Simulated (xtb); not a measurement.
H$_{6}$OSi$_{2}$, charge +1, doublet, at a GFN2-xTB geometry of the parent state (a state made from the parent by changing its charge; the spin is typed, not shown lowest); GFN1-xTB run with xtb.

Here is a job for xtb.
```
$ xtb mol.xyz --gfn 1 --chrg 1 --uhf 1 --json

# file mol.xyz
9

Si     1.58554558    -0.29465325     0.09305373
O     -0.00374610    -0.02898376    -0.03187953
Si    -1.58414102     0.30551525    -0.08108531
H      1.99636140    -0.92391127    -1.16028168
H      2.22242187     1.00620543     0.29041493
H      1.77723671    -1.17669751     1.24269936
H     -2.21375802    -0.47470673     0.98249776
H     -2.04757203    -0.09473461    -1.40797725
H     -1.72438507     1.74364671     0.14012516
```

**Question.** Write the output that xtb gives for this input, abridged.

**Answer.** 
```
   ID    Z sym.   atoms
    1   14 Si     1, 3
    2    8 O      2
    3    1 H      4-9

           -------------------------------------------------
          |                Calculation Setup                |
           -------------------------------------------------

           -------------------------------------------------
          |                 G F N 1 - x T B                 |
           -------------------------------------------------

          ...................................................
          :                      SETUP                      :
          :.................................................:
          :  # basis functions                  36          :
          :  # atomic orbitals                  34          :
          :  # shells                           20          :
          :  # electrons                        19          :
          :  # halogen bonds                     0          :
          :  max. iterations                   250          :
          :  Hamiltonian                  GFN1-xTB          :
          :  restarted?                      false          :
          :  GBSA solvation                  false          :
          :  PC potential                    false          :
          :  electronic temp.          300.0000000     K    :
          :  accuracy                    1.0000000          :
          :  -> integral cutoff          0.2500000E+02      :
          :  -> integral neglect         0.1000000E-07      :
          :  -> SCF convergence          0.1000000E-05 Eh   :
          :  -> wf. convergence          0.2000000E-04 e    :
          :  Broyden damping             0.4000000          :
          :  net charge                          1          :
          :  unpaired electrons                  1          :
          ...................................................

 iter      E             dE          RMSdq      gap      omega  full diag
   1    -11.3239531 -0.113240E+02  0.629E+00    7.80       0.0  T
   2    -11.3646739 -0.407208E-01  0.330E+00    7.18       1.0  T
   3    -11.3641976  0.476334E-03  0.872E-01    6.94       1.0  T
   4    -11.3635303  0.667279E-03  0.607E-01    6.95       1.0  T
   5    -11.3663882 -0.285790E-02  0.193E-01    7.00       1.0  T
   6    -11.3536576  0.127306E-01  0.629E-01    6.95       1.0  T
   7    -11.3668133 -0.131557E-01  0.604E-02    7.03       1.0  T
   8    -11.3668758 -0.625132E-04  0.346E-02    7.02       1.0  T
[...]
         :: total energy             -11.279478985678 Eh    ::
[...]
        20                         -0.2332505              -6.3471
        21                         -0.2163722              -5.8878
       ...                                ...                  ...
        34                          1.2722361              34.6193
      -------------------------------------------------------------
                  HL-Gap            0.2580605 Eh            7.0222 eV
             Fermi-level           -0.5709933 Eh          -15.5375 eV

  Mulliken/CM5 charges         n(s)   n(p)   n(d)
     1Si    0.54008  0.28849   1.259  1.478  0.723
     2O    -0.33977 -0.36722   1.638  4.702  0.000
     3Si    0.54007  0.28848   1.259  1.478  0.723
     4H     0.04602  0.13455   0.954  0.000  0.000
     5H     0.04090  0.12926   0.959  0.000  0.000
     6H     0.04290  0.13131   0.957  0.000  0.000
     7H     0.04277  0.13119   0.957  0.000  0.000
     8H     0.04606  0.13460   0.954  0.000  0.000
     9H     0.04097  0.12933   0.959  0.000  0.000

Wiberg/Mayer (AO) data.
largest (>0.10) Wiberg bond orders for each atom

 ---------------------------------------------------------------------------
     #   Z sym  total        # sym  WBO       # sym  WBO       # sym  WBO
 ---------------------------------------------------------------------------
     1  14 Si   3.852 --     2 O    1.268     5 H    0.799     6 H    0.797
                             4 H    0.792     3 Si   0.133
     2   8 O    2.584 --     3 Si   1.268     1 Si   1.268
     3  14 Si   3.852 --     2 O    1.268     9 H    0.799     7 H    0.797
                             8 H    0.792     1 Si   0.133
     4   1 H    0.881 --     1 Si   0.792
     5   1 H    0.882 --     1 Si   0.799
     6   1 H    0.882 --     1 Si   0.797
     7   1 H    0.882 --     3 Si   0.797
     8   1 H    0.881 --     3 Si   0.792
     9   1 H    0.882 --     3 Si   0.799
 ---------------------------------------------------------------------------

Topologies differ in total number of bonds
Writing topology from bond orders to xtbtopo.mol

 dipole moment from electron density (au)
     X       Y       Z
   0.0025   0.0197   0.0230  total (Debye):    0.077

           -------------------------------------------------
          | TOTAL ENERGY              -11.279478985678 Eh   |
          | GRADIENT NORM               0.030481142772 Eh/α |
          | HOMO-LUMO GAP               7.022182421567 eV   |
           -------------------------------------------------

normal termination of xtb
```
